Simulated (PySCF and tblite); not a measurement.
phenyl acetate, C₈H₈O₂, numbered as in [CH3:1][C:2](=[O:3])[O:4][c:5]1[cH:6][cH:7][cH:8][cH:9][cH:10]1.

Search: ETKDG and KDG, MMFF94s, GFN2-xTB, 90 starts; geometries at PBE0-D3(BJ)/def2-SVP. Free energies are PBE0-D3(BJ)/def2-SVPD (IEF-PCM, chloroform) single points with GFN2-xTB rigid-rotor and vibrational terms (modes under about 100 cm⁻¹ blended into free rotors). Symmetry numbers and mirror images are counted. Conformers within 3 kcal/mol (GFN2-xTB free energy) were kept, 8 at most. GIAO shieldings: PBE0/pcSseg-1 (IEF-PCM, chloroform). Shifts are against TMS (¹H), TMS (¹³C) at the same level. Run with PySCF (density fitting) and tblite.

Torsions listed: O3–C2–O4–C5, C2–O4–C5–C6. Of a mirror pair one member is shown.

| conformer | shape | weight % | dipole D |
| --- | --- | --- | --- |
| 1 | -1°, 21° | 100.0 | 2.35 |

(1) How do the computed shifts compare with measured ones?

Results:

(1) 
```
nucleus  signal  leading conformer  average  measured  medium
     ¹H  H6/H10               7.96     7.96     7.003    CCl4
     ¹H   H7/H9               7.63     7.63     7.282    CCl4
     ¹H      H8               7.43     7.43     7.123    CCl4
```

Measured values: Shapiro, Mohrmann, J. Phys. Chem. Ref. Data 1977, 6, 919. Mean difference for ¹H: 0.54 ppm, scatter 0.30 ppm. The computed shifts are unscaled and lack vibrational corrections.
